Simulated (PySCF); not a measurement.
Species: `CC1=C(F)CP(C)C1`. The columns A, B, C and D hold Mulliken, IAO, Hirshfeld and ESP-fitted charges (e) of one PBE0/pcSseg-1 density (PySCF), in a shuffled order. Coordinates in Å (GFN2-xTB); the density's dipole moment is (-0.03, -1.17, -0.01) D.

```json
{"atom": "C1", "x": "2.178", "y": "-0.732", "z": "-0.712", "A": "-0.697", "B": "-0.120", "C": "-0.126", "D": "-0.426"}
{"atom": "C2", "x": "1.003", "y": "-0.058", "z": "-0.087", "A": "+0.148", "B": "-0.023", "C": "-0.464", "D": "-0.050"}
{"atom": "C3", "x": "0.495", "y": "1.115", "z": "-0.435", "A": "+0.119", "B": "+0.071", "C": "+0.339", "D": "+0.255"}
{"atom": "F4", "x": "0.995", "y": "1.874", "z": "-1.440", "A": "-0.225", "B": "-0.092", "C": "-0.284", "D": "-0.279"}
{"atom": "C5", "x": "-0.667", "y": "1.672", "z": "0.317", "A": "+0.058", "B": "-0.127", "C": "-0.397", "D": "-0.468"}
{"atom": "P6", "x": "-1.314", "y": "0.229", "z": "1.316", "A": "-0.325", "B": "+0.152", "C": "+0.295", "D": "+0.493"}
{"atom": "C7", "x": "-2.262", "y": "-0.591", "z": "-0.048", "A": "-0.227", "B": "-0.170", "C": "-0.472", "D": "-0.612"}
{"atom": "C8", "x": "0.298", "y": "-0.697", "z": "1.075", "A": "+0.146", "B": "-0.116", "C": "-0.326", "D": "-0.439"}
{"atom": "H9", "x": "2.588", "y": "-0.117", "z": "-1.510", "A": "+0.223", "B": "+0.043", "C": "+0.118", "D": "+0.158"}
{"atom": "H10", "x": "2.951", "y": "-0.906", "z": "0.035", "A": "+0.166", "B": "+0.046", "C": "+0.124", "D": "+0.150"}
{"atom": "H11", "x": "1.888", "y": "-1.698", "z": "-1.125", "A": "+0.181", "B": "+0.045", "C": "+0.124", "D": "+0.149"}
{"atom": "H12", "x": "-1.437", "y": "2.072", "z": "-0.346", "A": "+0.082", "B": "+0.046", "C": "+0.155", "D": "+0.157"}
{"atom": "H13", "x": "-0.346", "y": "2.480", "z": "0.982", "A": "+0.035", "B": "+0.043", "C": "+0.171", "D": "+0.161"}
{"atom": "H14", "x": "-2.537", "y": "-1.595", "z": "0.268", "A": "+0.116", "B": "+0.043", "C": "+0.145", "D": "+0.154"}
{"atom": "H15", "x": "-3.176", "y": "-0.028", "z": "-0.230", "A": "+0.121", "B": "+0.043", "C": "+0.146", "D": "+0.155"}
{"atom": "H16", "x": "-1.674", "y": "-0.642", "z": "-0.964", "A": "+0.028", "B": "+0.034", "C": "+0.147", "D": "+0.145"}
{"atom": "H17", "x": "0.906", "y": "-0.614", "z": "1.982", "A": "+0.001", "B": "+0.038", "C": "+0.162", "D": "+0.152"}
{"atom": "H18", "x": "0.102", "y": "-1.759", "z": "0.910", "A": "+0.048", "B": "+0.042", "C": "+0.142", "D": "+0.145"}
```

Which column most likely holds the ESP-fitted charges?

A. Σ q r misses the density's dipole by 0.14 D (A), 1.39 D (B), 2.66 D (C), 3.55 D (D). Charges fitted to the outside potential are the only set here that is tied to the molecule's multipoles.

And the Hirshfeld charges?

B. The mean sizes are 0.072 e (B), 0.164 e (A), 0.230 e (C), 0.253 e (D), and Hirshfeld charges are commonly the smallest of these schemes.

As computed, A = ESP-fitted, B = Hirshfeld, C = Mulliken, D = IAO. Hydrogens on carbon: ESP-fitted 0.00 to +0.22, Hirshfeld +0.03 to +0.05, Mulliken +0.12 to +0.17, IAO +0.14 to +0.16 e.

The Hirshfeld scheme divides the density at each point in proportion to the densities of the neutral, spherically averaged free atoms. The Mulliken scheme counts on each atom the diagonal of the density matrix times the overlap matrix over that atom's basis functions.

Geometry: GFN2-xTB, one conformer, isolated molecule.
